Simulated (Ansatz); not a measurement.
Ideal-gas functions of CH₄BSe, SMILES `C[B][SeH]` radical at 500 K and 1 bar, from an Ansatz frequency run at PBE0-D4/def2-TZVP.

Molar mass 105.81 g/mol, point group Cs (symmetry number 1), electronic degeneracy 2, moments of inertia 9.024, 150.467, 156.413 u Å². Harmonic wavenumbers (cm⁻¹, unscaled): 63, 217, 368, 532, 715, 808, 909, 1116, 1317, 1431, 1433, 2275, 3018, 3093, 3102.

Use S(trans) = R[1.5 ln M + 2.5 ln T − 1.1517]; rotational temperatures θ = 24.2544 K / I; S(rot) = R[ln(√π/σ · √(T³/θAθBθC)) + 1.5]; for each mode x = 1.438777 ν̃/T, S = R[x/(eˣ − 1) − ln(1 − e⁻ˣ)] and H = RT x/(eˣ − 1); 1 cm⁻¹ = 0.0119627 kJ/mol; R = 8.31446 J/(mol·K).

Task: By hand: the entropy, in J/(mol·K).

Result: Translation 177.7. Rotation: θ = 2.6878, 0.1612, 0.1551 K, giving 106.0. Vibration, mode by mode: 22.52, 12.36, 8.22, 5.54, 3.64, 2.95, 2.35, 1.46, 0.92, 0.70, 0.70, 0.09, 0.01, 0.01, 0.01, in all 61.5. Electronic 5.8. Sum 351.0 J/(mol·K).

Task: By hand: H − E and G − E in kJ/mol, counted from the electronic energy.

Result: Zero-point energy ½ × 20397 × 0.0119627 = 122.0; thermal vibration 15.6; translation, rotation and pV give 4 RT = 16.6. H − E = 154.2 kJ/mol, and G − E = 154.2 − 500 × 351.0/1000 = -21.3 kJ/mol.

Vibration gives 18 % of the entropy, 22.5 J/(mol·K) of it from the mode under 150 cm⁻¹: soft modes count most, and the harmonic formula is weakest for them. The sum counts one conformer and one mirror image; others add a mixing term.
